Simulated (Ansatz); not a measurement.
Gas-phase electronic energies from Ansatz, PBE0-D4/def2-TZVP geometries. CBS: MP2 limit from def2 TZ/QZ plus the TZ coupled-cluster correction, frozen cores. DFT in def2-TZVPP. B3LYP here is the variant with VWN-RPA as its local correlation; programs differ in this. Each species was taken in one conformer, which may not be the lowest.

Reaction (redistribution): `O[SiH2]O[SiH](F)F` + `F[Si](F)(F)[SiH2]Cl` → `F[SiH](F)[Si](F)(F)F` + `O[SiH2]O[SiH2]Cl`

`O[SiH2]O[SiH](F)F`:

Z-matrix (Å, degrees):
```
Si
O 1 1.641
O 1 1.634 2 111.2
H 1 1.481 2 106.0 3 -120.9
H 1 1.476 2 109.4 3 116.7
Si 2 1.601 1 153.2 3 -92.7
H 3 0.958 1 118.8 2 -74.6
F 6 1.580 2 109.2 1 -117.4
F 6 1.582 2 110.3 1 -0.2
H 6 1.465 2 111.8 1 121.8
```

`F[Si](F)(F)[SiH2]Cl`:

Cartesian coordinates in Å:
```
F 0.301 -2.205 0.354
Si 0.827 -0.717 0.378
F 1.197 -0.369 1.872
F 2.166 -0.676 -0.463
Si -0.749 0.771 -0.490
Cl -2.435 0.642 0.671
H -0.223 2.155 -0.439
H -1.085 0.399 -1.884
```

`F[SiH](F)[Si](F)(F)F`:

Cartesian coordinates in Å:
```
F -0.089 -2.174 0.559
Si -0.511 -0.670 0.834
F -2.081 -0.552 0.642
Si 0.523 0.682 -0.780
F 0.114 2.194 -0.587
F 2.094 0.596 -0.657
F 0.129 0.257 -2.246
H -0.179 -0.334 2.234
```

`O[SiH2]O[SiH2]Cl`:

```xyz
10

O    -0.461    0.965   -1.776
Si    0.126    1.414   -0.317
O     0.673    0.126    0.544
Si    0.375   -1.437    0.839
Cl   -1.542   -1.899    0.231
H    -1.272    0.453   -1.796
H     1.277    2.296   -0.586
H    -0.919    2.079    0.500
H     1.293   -2.301    0.069
H     0.451   -1.695    2.291
```

| level | ΔE (kcal/mol) | difference from CCSD(T)/CBS |
| --- | --- | --- |
| PBE-D4 | 7.4 | -0.9 |
| r2SCAN-D4 | 8.3 | 0.0 |
| PBE0-D4 | 8.2 | -0.1 |
| B3LYP-D4 | 7.4 | -0.9 |
| ωB97X-V | 7.5 | -0.8 |
| ωB97M-V | 7.9 | -0.4 |
| B2PLYP | 8.1 | -0.2 |
| PBE | 7.9 | -0.4 |
| r2SCAN | 8.4 | 0.1 |
| PBE0 | 8.6 | 0.3 |
| B3LYP | 8.1 | -0.2 |
| HF/def2-TZVPP | 9.0 | 0.7 |
| MP2/def2-TZVPP | 8.0 | -0.3 |
| SCS-MP2/def2-TZVPP | 7.8 | -0.5 |
| CCSD/def2-TZVPP | 8.6 | 0.3 |
| CCSD(T)/def2-TZVPP | 8.4 | 0.1 |
| HF/def2-QZVPP | 9.0 | 0.7 |
| MP2/def2-QZVPP | 7.9 | -0.4 |
| SCS-MP2/def2-QZVPP | 7.8 | -0.5 |
| HF/CBS(def2) | 9.1 | 0.8 |
| MP2/CBS(def2) | 7.9 | -0.4 |
| CCSD/CBS(def2) | 8.5 | 0.2 |
| CCSD(T)/CBS | 8.3 | 0 |

Largest T1 diagnostic among the species: 0.013.
